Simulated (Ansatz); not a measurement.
`C[SiH2][SnH3]` + H₂S → `S[SiH2][SnH3]` + CH₄ at 500 K and 1 bar (ligand exchange at the Si–C bond).

Program: Ansatz. Geometries: PBE0-D4/def2-TZVP. ΔE: electronic, gas phase. CCSD(T)/CBS is the MP2 limit (def2-TZVPP, def2-QZVPP) plus CCSD(T) − MP2 in def2-TZVPP, frozen cores. This one scheme is used for every species. def2 core potentials past Kr. For Sn outer-core shells are correlated without core-valence functions, which leaves a few kJ/mol of doubt a bond. One conformer a species, not always the lowest.

```
        species  CCSD(T)/CBS energy (Eh)  H − E (kJ/mol)  S (J/(mol·K))
`C[SiH2][SnH3]`               -545.95955           242.1          423.2
            H₂S               -398.97279            57.0          224.0
`S[SiH2][SnH3]`               -904.49431           170.0          426.9
            CH₄                -40.46206           135.6          206.8
```

H − E and S are ideal-gas, rigid-rotor, harmonic terms from PBE0-D4/def2-TZVP, for one conformer and one mirror image of each species. 1 Eh = 2625.50 kJ/mol, R = 8.31446 J/(mol·K).

Q: By hand: ΔE, ΔH, ΔS and ΔG.

A: ΔE = (-904.49431) + (-40.46206) − (-545.95955) − (-398.97279) = -0.02403 Eh = -63.1 kJ/mol. Δ(H − E) = 170.0 + 135.6 − 242.1 − 57.0 = 6.5, so ΔH = -56.6 kJ/mol. ΔS = 426.9 + 206.8 − 423.2 − 224.0 = -13.5 J/(mol·K). ΔG = -56.6 − 500 × (-13.5)/1000 = -49.9 kJ/mol.

Q: By hand: the equilibrium constant, and the temperature at which ΔG would vanish if ΔH and ΔS stayed fixed.

A: log₁₀ K = −ΔG/(RT ln 10) = 5.2. ΔG = 0 at ΔH/ΔS = 4193 K, far beyond where these terms or the molecules hold.

The number of gas molecules stays the same, so ΔS is small and ΔH decides. A doubt of 5 kJ/mol in ΔE shifts log₁₀ K by 0.5 here. Other conformers and mirror images would add mixing entropy, several J/(mol·K) or more a flexible species. These are equilibria of isolated gas molecules and say nothing of rates. Largest T1 diagnostic: 0.013 (customary marks: 0.02 for closed shells, 0.045 for open ones).
